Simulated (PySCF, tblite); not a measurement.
Isomers of C4H9PSSi, one GFN2-xTB conformer each. Single-point energies are computed at PBE0/pcSseg-1 (PySCF, gas phase, no added dispersion term), electronic only.

| SMILES | GFN2-xTB relative energy (kJ/mol) |
| --- | --- |
| C=C[C@@H]1[C@@H]([SiH3])[P@@H]1=S | 143.7 |
| [SiH3]C1=CC[P@@H](=S)C1 | 0.0 |

Conformers: `[CH2:1]=[CH:2][C@@H:3]1[C@@H:4]([SiH3:5])[P@@H:6]1=[S:7]` with C1–C2–C3–C4 -140°; `[SiH3:1][C:2]1=[CH:3][CH2:4][P@@H:5](=[S:6])[CH2:7]1` with C2–C3–C4–P5 17°, C3–C4–P5–S6 -151°, C4–P5–C7–C2 23°, Si1–C2–C7–P5 163°.

Q: What does PBE0/pcSseg-1 give for the same structures?

A: 
| SMILES | PBE0/pcSseg-1 E (Eh) | PBE0/pcSseg-1 (kJ/mol) | GFN2-xTB (kJ/mol) | point group |
| --- | --- | --- | --- | --- |
| [SiH3]C1=CC[P@@H](=S)C1 | -1186.23193 | 0.0 | 0.0 | C1 |
| C=C[C@@H]1[C@@H]([SiH3])[P@@H]1=S | -1186.18284 | 128.9 | 143.7 | C1 |

Both levels put the same isomer lowest. As drawn, the higher has a three-membered ring, which the lower lacks.

Q: Which frontier levels, dipoles and rotational constants go with these structures?

A: 
```csv
SMILES,"HOMO (eV, PBE0/pcSseg-1)",LUMO (eV),dipole (D),"A, B, C (MHz)"
[SiH3]C1=CC[P@@H](=S)C1,-6.60,-0.73,4.34,"4234, 712.8, 635.3"
C=C[C@@H]1[C@@H]([SiH3])[P@@H]1=S,-6.46,-0.46,3.94,"1526, 1122, 693.3"
```

Q: What happens when harmonic zero-point energies from GFN2-xTB frequencies are added?

A: 
| SMILES | ZPE (kJ/mol) | electronic (kJ/mol) | with ZPE (kJ/mol) |
| --- | --- | --- | --- |
| [SiH3]C1=CC[P@@H](=S)C1 | 291.2 | 0.0 | 0.0 |
| C=C[C@@H]1[C@@H]([SiH3])[P@@H]1=S | 287.8 | 128.9 | 125.5 |

The zero-point energies span 3.4 kJ/mol. The order is unchanged.
